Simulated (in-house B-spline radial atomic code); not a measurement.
A fraction x of an electron is removed from 3d in Co2+, starting from [Ar] 3d7 and keeping the highest spin. Method: scalar-relativistic (X2C) HSE06, spin-polarised, spherical fractional occupations, Fermi nucleus of rms radius 3.7875 fm. Calculated with a radial B-spline atomic code at the basis-set limit.

Caution: exact exchange at fractional occupations of open shells leaves self-interaction of up to several eV.

```tsv
x	E(x) - E(0) (eV)	3d down level (eV)
0	0.0000	-24.511
0.07	1.7522	-25.554
0.21	5.4779	-27.679
0.29	7.7418	-28.917
0.45	12.5696	-31.440
0.5	14.1616	-32.242
0.55	15.7940	-33.050
0.66	19.5282	-34.848
0.76	23.0958	-36.508
0.89	27.9840	-38.699
1	32.3444	-40.584
```

The exact functional would give a straight line between the two integer points. Deviations E(x) - E(0) - x[E(1) - E(0)], in eV: -0.512 at x = 0.07, -1.314 at x = 0.21, -1.638 at x = 0.29, -1.985 at x = 0.45, -2.011 at x = 0.5, -1.995 at x = 0.55, -1.819 at x = 0.66, -1.486 at x = 0.76, -0.803 at x = 0.89.

The curve lies below the straight line by up to 2.011 eV (at x = 0.5): convex, the delocalisation error, to which spherically averaged exact exchange adds.

Task: How well does Slater's transition state (minus the level at half occupation) give the ionisation energy?

Result: It gives 32.242 eV against 32.344 eV from the two total energies; NIST lists 33.50 eV, ground level to ground level. The end point has an open shell averaged over its orbitals, so its exact exchange keeps a self-interaction and this is no true integer point.
